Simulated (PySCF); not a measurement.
A structure optimised at TPSSh-D3(BJ)/def2-SVP, used in a PySCF frequency run:

```xyz
8

Be     0.1917    -0.2512    -0.2566
S     -0.1914    -1.4316    -1.6976
C     -2.0325    -1.3062    -1.8284
H     -2.5167    -1.7105    -0.9300
H     -2.3200    -1.9139    -2.6964
H     -2.3486    -0.2686    -1.9962
Se     0.6232     1.0489     1.2507
H      0.4876    -0.0222     2.2568
```
Charge 0, spin multiplicity 1.

Write its SMILES and formula.

C[S][Be][SeH], CH₄BeSSe

What are its rotational constants (standard atomic weights)?

13.377, 0.98182, 0.92744 GHz
